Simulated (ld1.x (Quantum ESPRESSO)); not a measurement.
An all-electron radial function and its pseudo partner (B (Z = 5))

Columns: radius, all-electron u(r) and pseudo u(r) of the 2s shell (level -19.51 eV) of boron in the configuration [He] 2s2 2p0; PBE, scalar-relativistic, RRKJ scheme, ld1.x (Quantum ESPRESSO) 7.5.

```tsv
r (bohr)	all-electron	pseudo
0.170	0.3366	-0.0901
0.340	0.1831	-0.1799
0.510	-0.0819	-0.2741
0.680	-0.3305	-0.3879
0.850	-0.5242	-0.5292
1.020	-0.6602	-0.6602
1.190	-0.7419	-0.7419
1.360	-0.7779	-0.7779
1.530	-0.7785	-0.7785
1.700	-0.7534	-0.7534
1.870	-0.7111	-0.7111
2.040	-0.6584	-0.6584
2.210	-0.6004	-0.6004
2.380	-0.5409	-0.5409
2.550	-0.4827	-0.4827
2.720	-0.4274	-0.4274
2.890	-0.3760	-0.3760
3.060	-0.3289	-0.3289
3.230	-0.2863	-0.2863
3.400	-0.2482	-0.2482
3.570	-0.2144	-0.2144
3.740	-0.1844	-0.1844
3.910	-0.1582	-0.1582
4.080	-0.1352	-0.1352
4.250	-0.1153	-0.1153
4.420	-0.0981	-0.0981
```

Q: How many radial nodes do the two functions have?

A: The all-electron 2s function has n − l − 1 = 1; the pseudo-wave has 0, since the states of the same l below it are removed with the core.

Q: At about which radius was the pseudo-wave matched?

A: 1.05 bohr, where the columns begin to agree (steps of 0.17 bohr).

Q: Is the pseudo-wave norm-conserving?

A: Yes: the RRKJ scheme keeps the norm inside the radius equal to the all-electron one, which fixes the energy derivative of the logarithmic derivative at the level.
